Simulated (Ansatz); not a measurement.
Ideal-gas functions of BClFH$_{2}$InO, SMILES `FB(Cl)[O][InH2]` at 600 K and 1 bar, from an Ansatz frequency run at PBE0-D4/def2-TZVP.

Molar mass 198.1 g/mol, point group Cs (symmetry number 1), electronic degeneracy 1, moments of inertia 60.192, 675.915, 725.86 u Å². Harmonic wavenumbers (cm⁻¹, unscaled): 25, 33, 78, 225, 392, 412, 541, 564, 598, 612, 737, 1160, 1484, 1889, 1906.

Use S(trans) = R[1.5 ln M + 2.5 ln T − 1.1517]; rotational temperatures θ = 24.2544 K / I; S(rot) = R[ln(√π/σ · √(T³/θAθBθC)) + 1.5]; for each mode x = 1.438777 ν̃/T, S = R[x/(eˣ − 1) − ln(1 − e⁻ˣ)] and H = RT x/(eˣ − 1); 1 cm⁻¹ = 0.0119627 kJ/mol; R = 8.31446 J/(mol·K).

Question: By hand: the entropy, in J/(mol·K).

Answer: Translation 189.4. Rotation: θ = 0.403, 0.0359, 0.0334 K, giving 128.8. Vibration, mode by mode: 31.71, 29.41, 22.27, 13.54, 9.13, 8.75, 6.71, 6.41, 6.00, 5.83, 4.58, 2.06, 1.11, 0.50, 0.48, in all 148.5. Electronic 0.0. Sum 466.7 J/(mol·K).

Question: By hand: H − E and G − E in kJ/mol, counted from the electronic energy.

Answer: Zero-point energy ½ × 10656 × 0.0119627 = 63.7; thermal vibration 36.8; translation, rotation and pV give 4 RT = 20.0. H − E = 120.5 kJ/mol, and G − E = 120.5 − 600 × 466.7/1000 = -159.5 kJ/mol.

Vibration gives 32 % of the entropy, 83.4 J/(mol·K) of it from the modes under 150 cm⁻¹: soft modes count most, and the harmonic formula is weakest for them. The sum counts one conformer and one mirror image; others add a mixing term.
